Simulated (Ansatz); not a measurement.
Coupled-cluster diagnostics for EuCl₃, Ansatz.

Geometry of the septet (PBE-D4/def2-SVP):

```xyz
4

Eu    0.001    0.000    0.000
Cl    2.193    1.310   -0.335
Cl    0.053   -2.562    0.258
Cl   -2.247    1.253    0.078
```

In the def2 sets Eu takes a core potential; there is no spin–orbit coupling. Correlated methods freeze 19 core orbitals; core or outer-core shells of Eu are correlated, in sets that lack core-valence functions. With an open 4f shell the SCF may have ended on a state above the lowest.

Q: Estimate the CCSD(T) correlation energy, the shares of MP2 and (T), T1 and the reference's ⟨S²⟩ for: charge 0, septet, own geometry in def2-SVP; and the rough time on 4 threads of AMD EPYC 7R43 on a shared host.

A: 
| state | basis | correlation (eV) | MP2 share (%) | (T) share (%) | T1 | ⟨S²⟩ (pure) | wall time |
| --- | --- | --- | --- | --- | --- | --- | --- |
| charge 0, septet, own geometry | def2-SVP | -33.399 | 97.7 | 2.4 | 0.015 | 12.01 (12.00) | 2.5 min |
Customary marks for T1 are 0.02 (closed shells), 0.045 (open shells) and about 0.05 (3d metals). T1 stays under 0.02 throughout.
